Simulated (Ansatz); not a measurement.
`FCNC[SiH3]` + H₂ → `CNCF` + SiH₄ at 400 K and 1 bar (hydrogenolysis of a C–Si bond).

Gas-phase electronic energies from Ansatz, PBE0-D4/def2-TZVP geometries. CCSD(T)/CBS is the MP2 limit (def2-TZVPP, def2-QZVPP) plus CCSD(T) − MP2 in def2-TZVPP, frozen cores. This one scheme is used for every species. One conformer a species, not always the lowest.

| species | CCSD(T)/CBS energy (Eh) | H − E (kJ/mol) | S (J/(mol·K)) |
| --- | --- | --- | --- |
| `FCNC[SiH3]` | -524.47248 | 298.1 | 383.1 |
| H₂ | -1.17544 | 38.0 | 139.0 |
| `CNCF` | -234.19797 | 249.7 | 316.3 |
| SiH₄ | -291.46306 | 96.9 | 218.6 |

H − E and S are ideal-gas, rigid-rotor, harmonic terms from PBE0-D4/def2-TZVP, for one conformer and one mirror image of each species. For small species the MP2-based limit differs from directly extrapolated CCSD(T) by up to some mEh (0.8 for H₂); such offsets cancel only in part. 1 Eh = 2625.50 kJ/mol, R = 8.31446 J/(mol·K).

Q: By hand: ΔE, ΔH, ΔS and ΔG.

A: ΔE = (-234.19797) + (-291.46306) − (-524.47248) − (-1.17544) = -0.01311 Eh = -34.4 kJ/mol. Δ(H − E) = 249.7 + 96.9 − 298.1 − 38.0 = 10.5, so ΔH = -23.9 kJ/mol. ΔS = 316.3 + 218.6 − 383.1 − 139.0 = 12.8 J/(mol·K). ΔG = -23.9 − 400 × (12.8)/1000 = -29.0 kJ/mol.

Q: By hand: the equilibrium constant, and the temperature at which ΔG would vanish if ΔH and ΔS stayed fixed.

A: log₁₀ K = −ΔG/(RT ln 10) = 3.8. ΔH and −TΔS have one sign here, so there is no such temperature.

The number of gas molecules stays the same, so ΔS is small and ΔH decides. A doubt of 5 kJ/mol in ΔE shifts log₁₀ K by 0.7 here. Other conformers and mirror images would add mixing entropy, several J/(mol·K) or more a flexible species. These are equilibria of isolated gas molecules and say nothing of rates. Largest T1 diagnostic: 0.011 (customary marks: 0.02 for closed shells, 0.045 for open ones).

ΔS is within the doubt of such terms, so its sign, and with it that verdict, could turn.
